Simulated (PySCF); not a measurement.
Compound: C6H10FO (doublet state).
Z-matrix (Å and degrees, GFN2-xTB geometry), rows numbered from 1:
```
C 
C   1  1.5310
C   2  1.4704  1  111.93
C   3  1.4862  2  135.11  1    52.37
O   4  1.4358  3   89.93  2   164.05
C   5  1.4328  4   92.11  3    -0.70
C   6  1.5351  3  117.78  2    81.10
F   7  1.3703  6  109.92  3   -83.18
H   1  1.0873  2  110.28  3   -58.52
H   1  1.0869  2  110.31  3    61.41
H   1  1.0869  2  110.27  3  -178.65
H   2  1.0928  1  110.36  3  -121.17
H   2  1.1017  1  108.07  3   121.96
H   4  1.0984  3  117.33  2   -81.42
H   4  1.0996  3  116.63  2    49.55
H   6  1.1024  3  116.37  2   -49.27
H   7  1.0937  6  111.25  3    35.70
H   7  1.0939  6  109.90  3   158.40
```

The hyperfine couplings belong to this conformer and change with its torsions.

As a line formula: `CC[C]1CO[C@@H]1CF` [radical].

Method used: UKS B3LYP, pcH-1 on C F H O, non-relativistic, mean-field spin-orbit, GIAO (PySCF 2.14.0). Isolated species at its GFN2-xTB geometry (one conformer only). Couplings are sensitive to structure, and on GFN2-xTB geometries they can be far from those on DFT ones. The SCF solution wasn't tested for stability.

The largest Mulliken spin populations are on C3 (+0.96), C4 (-0.08), C6 (-0.07) and C2 (-0.07). No atom but C3 exceeds +0.15. The positive populations add up to 1.23 and the negative ones to -0.23, together 2S = 1. The angles at C3 add up to 357.6°, so it is nearly planar.

Question: List the C–H protons on four-coordinate carbons next to a three-coordinate spin centre, with their couplings and θ (C–H bond against the normal to the plane of the centre's neighbours, projected along the bond that joins the two).

Answer: 
| β H | on | centre | θ (°) | cos²θ | a (G) |
| --- | --- | --- | --- | --- | --- |
| H12 | C2 | C3 | 73 | 0.09 | +6.77 |
| H13 | C2 | C3 | 10 | 0.97 | +48.28 |
| H14 | C4 | C3 | 21 | 0.88 | +34.68 |
| H15 | C4 | C3 | 29 | 0.77 | +35.86 |
| H16 | C6 | C3 | 29 | 0.77 | +29.99 |

Fitting the Heller–McConnell form a = ρ(B0 + B2 cos²θ), with Mulliken ρ = 0.96, gives B0 = 2.1 G and B2 = 43.7 G, with a largest miss of 5.6 G.

Couplings in gauss use g_iso = 2.0025.

On one thread of an Arm Neoverse V2, no GPU, on a shared host, this took 83 s of wall time (with the writing of density and orbital grids) and 0.96 GiB of memory at its peak.
